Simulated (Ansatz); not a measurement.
Calculated with Ansatz (gas phase, PBE0-D4/def2-TZVP geometries, no zero-point term in ΔE). CCSD(T)/CBS is the MP2 limit (def2-TZVPP, def2-QZVPP) plus CCSD(T) − MP2 in def2-TZVPP, frozen cores. This one scheme is used for every species. Functionals use def2-TZVPP. B3LYP here is the variant with VWN-RPA as its local correlation; programs differ in this. Elements past krypton have def2 core potentials. For In outer-core shells are correlated without core-valence functions, which leaves a few kJ/mol of doubt a bond. One conformer a species, not always the lowest.

`[BH2][InH][CH2]F` + CH₄ → `[CH3][InH][CH2]F` + BH₃  (formal exchange of groups at the In–B bond)

(1) Is it downhill or uphill in electronic energy at CCSD(T)/CBS, and by how much? (An estimate is asked.)

(2) What do these levels give: PBE-D4, r2SCAN-D4, ωB97M-V, r2SCAN, PBE0, B3LYP, MP2/def2-TZVPP, SCS-MP2/def2-TZVPP, CCSD/def2-TZVPP, CCSD(T)/def2-TZVPP, SCS-MP2/def2-QZVPP, CCSD/CBS(def2)? (Best estimate.)

Largest T1 diagnostic among the species: 0.014.

## Answers

(1) Ansatz gave: Uphill: ΔE = +0.20 eV.

(2) Computed: PBE-D4 0.31, r2SCAN-D4 0.28, ωB97M-V 0.20, r2SCAN 0.29, PBE0 0.28, B3LYP 0.25, MP2/def2-TZVPP 0.14, SCS-MP2/def2-TZVPP 0.14, CCSD/def2-TZVPP 0.20, CCSD(T)/def2-TZVPP 0.20, SCS-MP2/def2-QZVPP 0.14, CCSD/CBS(def2) 0.20 eV.

From PBE to PBE0 (25 % exact exchange), in def2-TZVPP and without D4, ΔE moves by −0.04 eV.
